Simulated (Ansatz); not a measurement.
Basis-set series for FGeH₃SSi (`F[SiH]1[S][GeH2]1`). Charge 0, multiplicity 1. Geometry: relaxed with PBE0-D4/def2-TZVP.

```xyz
7

F     1.060    2.015    0.698
Si    0.860    0.708   -0.192
S     1.074   -1.150    0.749
Ge   -1.037   -0.558    0.021
H     1.581    0.946   -1.458
H    -1.989   -0.415    1.212
H    -1.549   -1.546   -1.031
```

| functional | basis | functions | energy (Eh) | HOMO (eV) | LUMO (eV) |
| --- | --- | --- | --- | --- | --- |
| PBE0-D4 | def2-TZVPP | 205 | -2865.88387 | -7.38 | -0.76 |
| PBE0-D4 | def2-QZVPP | 376 | -2865.95623 | -7.40 | -0.90 |
| ωB97M-V | def2-TZVPP | 205 | -2866.30870 | -9.33 | 1.07 |
| ωB97M-V | def2-QZVPP | 376 | -2866.37822 | -9.35 | 0.74 |

Task: Give the rows for def2-SVP. (An estimate is asked.)

Result: Computed: 
```tsv
functional	basis	functions	energy (Eh)	HOMO (eV)	LUMO (eV)
PBE0-D4	def2-SVP	97	-2865.24639	-7.37	-0.66
ωB97M-V	def2-SVP	97	-2865.67135	-9.28	1.25
```

Positive LUMOs are unbound and depend on the basis. Scalar relativity is left out up to krypton.
